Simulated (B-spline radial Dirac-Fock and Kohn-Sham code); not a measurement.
**Photoionisation of oxygen ions at Cu Kα (8047.8 eV)**

Calculated with an atomic code on a B-spline grid, using a relativistic central-field model (Hartree-Slater potential of the initial state, Latter tail, multipole expansion of the photon field, Dirac-Fock thresholds). Cross sections in kb; a dash marks an empty subshell or a threshold above the photon energy.

```tsv
ion	configuration	total	1s	2s	2p1/2	2p3/2
O	[He] 2s2 2p4	0.2929	0.277	0.0150	0.000135	0.000263
O³⁺	[He] 2s2 2p1	0.2975	0.278	0.0195	5.45e-05	0.000107
O⁴⁺	[He] 2s2	0.3025	0.280	0.0224	–	–
O⁷⁺	1s1	0.1488	0.149	–	–	–
```
